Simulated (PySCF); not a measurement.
Mg(Br)(OMe) (CH3BrMgO), SMILES C[O][Mg][Br]. Coordinates come from a PBE-D3(BJ)/def2-SVP optimisation. The structure was generated by enumeration; whether it is a known compound was not checked. One conformer was computed; it need not be the lowest.

Task: Give the equilibrium geometry at PBE-D3(BJ)/def2-SVP (PySCF confirms it by a frequency run) as a Z-matrix, and its point group. (Estimate from the structure and the level; the computed values follow.)

Result: One answer among several that fit: point group C3v.
```
O
C 1 1.3847
H 2 1.1173 1 112.10
H 2 1.1173 3 106.72 1 -123.09
H 2 1.1173 3 106.72 4 -113.83
Mg 1 1.7744 3 150.16 2 180.00
Br 6 2.3552 3 163.87 2 -180.00
```
Charge 0, spin multiplicity 1.
